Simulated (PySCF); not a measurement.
## TcI₂: one-bond stretch

These are results of PySCF, UB3LYP, basis Tc def2-SVP with ECP28, I def2-SVP with ECP28 (scalar-relativistic core potentials, no spin–orbit coupling, density fitting), not measurements.

Rigid scan from the sextet minimum (Tc–I 2.647 Å (×2); I–Tc–I 180.0°). Coordinate: the bond from Tc to the last atom (I) scaled, the rest fixed. Energies in kJ/mol from the minimum.

**Question.** Predict the curve at 0.92, 0.96, 1.00, 1.05, 1.12, 1.20, 1.35, 1.55, 1.80, 2.20.

**Answer.** 
```tsv
scale of one bond	E (kJ/mol)	dipole size (D)	⟨S²⟩
0.92	28.0	1.20	8.76
0.96	6.1	0.61	8.76
1.00	0.0	0.00	8.76
1.05	7.0	0.76	8.76
1.12	32.5	1.81	8.77
1.20	71.7	2.96	8.77
1.35	149.0	4.86	8.78
1.55	233.2	–	8.86
1.80	292.2	–	9.24
2.20	325.8	–	9.47
```

Spin contamination is strong at 1.80, 2.20, so these points are less reliable.

Open d and f shells are described by one determinant, and the ground state may have another occupation or spin. With an element this heavy the missing spin–orbit coupling can shift these numbers.
